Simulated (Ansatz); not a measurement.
CH$_{5}$F$_{2}$NSn, SMILES `[CH3][Sn]([NH2])([F])[F]`, relaxed with RKS PBE-D4/def2-SVP in Ansatz from a rough embedded geometry. The force threshold is 0.03 eV/Å; the program also tests the step.

Charge 0, multiplicity 1. Sn: def2 effective core potential.

Start:

```xyz
10

C    -1.001    1.007   -0.454
Sn    0.736   -0.211   -0.402
N     0.605   -1.398    1.239
F     0.841   -1.370   -1.976
F     2.348    0.861   -0.309
H    -0.999    1.700    0.441
H    -1.885    0.426   -0.521
H    -0.881    1.694   -1.360
H     0.532   -0.773    2.131
H    -0.295   -1.936    1.210
```

Task: By how much does the energy fall, and how many steps does the optimiser take? (Best estimate.)

Result: Computed: 33.68 kJ/mol, in 6 steps.

Task: Which bonds change most? (Estimate.)

Result: Computed: N3–H9 from 1.091 to 1.030 Å; C1–H7 from 1.060 to 1.106 Å; C1–H8 from 1.144 to 1.106 Å; C1–Sn2 from 2.121 to 2.155 Å.

Task: Give the relaxed structure. (An estimate is asked.)

Result: Computed: 
```xyz
10

C    -1.051    1.188   -0.595
Sn    0.555   -0.205   -0.246
N     0.762   -1.541    1.294
F     0.695   -1.319   -1.846
F     2.208    0.836   -0.171
H    -1.119    1.885    0.260
H    -1.998    0.630   -0.717
H    -0.812    1.741   -1.522
H     0.814   -1.047    2.197
H    -0.053   -2.169    1.345
```
